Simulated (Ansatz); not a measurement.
The cluster Al9⁺. The state is a singlet with charge 1. Geometry PBE-D4/def2-SVP, basis def2-TZVP, Ansatz.

Cartesian coordinates in Å:
```
Al 0.0255 -1.9026 -2.2736
Al 0.4701 -1.8564 2.1384
Al -1.0444 2.1242 1.4424
Al -0.8149 -0.6692 0.0606
Al 0.9656 1.0744 -0.1514
Al -0.3330 0.5600 -2.4766
Al 0.6491 0.6123 2.5091
Al 1.3859 -2.3396 -0.1730
Al -1.3038 2.3968 -1.0759
```

| run | HOMO (eV) | LUMO (eV) |
| --- | --- | --- |
| A | -8.42 | -7.47 |
| B | -8.13 | -7.21 |
| C | -8.58 | -7.47 |
| D | -9.01 | -6.83 |

The structure comes from a short search, and lower isomers may exist.

The runs used BLYP, PBE, PBE0, r2SCAN. Estimate which is which.

A PBE (0 % exact exchange); B BLYP (0 % exact exchange); C r2SCAN (0 % exact exchange); D PBE0 (25 % exact exchange). Exact exchange lowers occupied and raises empty levels; among semilocal functionals meta-GGAs tend to open the gap a little, and such runs are hard to tell apart. The gap grows from 0.92 eV (BLYP) to 2.18 eV (PBE0). The restricted singlet is unstable towards broken spin symmetry in Hartree–Fock (as tested in another run); at BLYP-D4/def2-TZVP, r2SCAN-D4/def2-TZVP, PBE0-D4/def2-TZVP this wasn't settled.
